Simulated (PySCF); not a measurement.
C4H7BO, SMILES C#CB(O)CC.

Geometry optimised at B3LYP-D3(BJ)/def2-SVP. The structure was generated by enumeration, and PubChem lists no compound with its InChIKey, so it may never have been made. The values are those of a single conformer.

The numbers are results of PBE/def2-TZVP (PySCF), not measurements.

The molecule is in vacuum.

* **total energy**: -256.47533 hartree
* **highest occupied level**: -6.89 eV
* **lowest empty level**: -1.94 eV
* **orbital gap**: 4.95 eV
* **dipole moment**: 1.37 D
* **quadrupole, principal values (traceless, Buckingham form, about the centre of nuclear charge)**: -3.65, -1.46, 5.11 D·Å
* **mean static polarisability**: 65.3 bohr³ (9.68 Å³)
* **polarisability, principal values**: 47.9, 64.6, 83.4 bohr³
